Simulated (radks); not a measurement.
Values are calculated unless marked as measured or tabulated.
The osmium ion Os7+, configuration [Xe] 4f14 5d1. Level of theory: non-relativistic Kohn-Sham, TPSS, spin-polarised, spherical densities, point nucleus; open shells are filled with parallel spins first (spin-orbit coupling, left out, can overturn this in heavy ions); meta-GGA in the generalised Kohn-Sham scheme; relativity is left out, which matters for an element this heavy (a radial shooting solver on a logarithmic mesh with Libxc functionals). Some entries of the table are withheld. Estimate them.

| orbital | occ. | eigenvalue (eV) | <r^2> (bohr^2) |
|---|---|---|---|
| 1s down | 1 | -67547.29 | 0.0005303 |
| 1s up | 1 | -67547.29 | 0.0005303 |
| 2s up | 1 | -11256.09 | 0.008281 |
| 2s down | 1 | -11255.99 | 0.008281 |
| 2p up | 3 | -10803.20 | 0.006121 |
| 2p down | 3 | -10803.13 | 0.006121 |
| 3s up | 1 | -2675.068 | 0.05161 |
| 3s down | 1 | -2675.047 | 0.05161 |
| 3p up | 3 | -2464.110 | 0.04768 |
| 3p down | 3 | -2464.082 | 0.04768 |
| 3d up | 5 | -2072.292 | 0.03696 |
| 3d down | 5 | -2072.224 | 0.03696 |
| 4s up | 1 | -628.7762 | 0.2513 |
| 4s down | 1 | -628.7133 | 0.2513 |
| 4p up | 3 | -539.2980 | 0.2596 |
| 4p down | 3 | -539.2275 | 0.2596 |
| 4d up | 5 | -376.1254 | 0.2786 |
| 4d down | 5 | -376.0288 | 0.2785 |
| 5s up | 1 | -169.4229 | 1.278 |
| 5s down | 1 | -168.4603 | 1.274 |
| 4f up | 7 | -160.9650 | 0.3508 |
| 4f down | 7 | -160.7954 | 0.3495 |
| 5p up | 3 | -141.0184 | (1) |
| 5p down | 3 | -139.9716 | (2) |
| 5d up | 1 | -94.8422 | 2.112 |
| 5d down | 0 | -93.7450 | 2.118 |
| 6s up | 0 | -71.0393 | 5.259 |
| 6s down | 0 | -70.4173 | 5.251 |
| 6p up | 0 | -61.7086 | (3) |
| 6p down | 0 | -61.0854 | (4) |

Answer. 
(1) 5p up <r^2> (bohr^2): 1.474
(2) 5p down <r^2> (bohr^2): 1.470
(3) 6p up <r^2> (bohr^2): 6.229
(4) 6p down <r^2> (bohr^2): 6.208
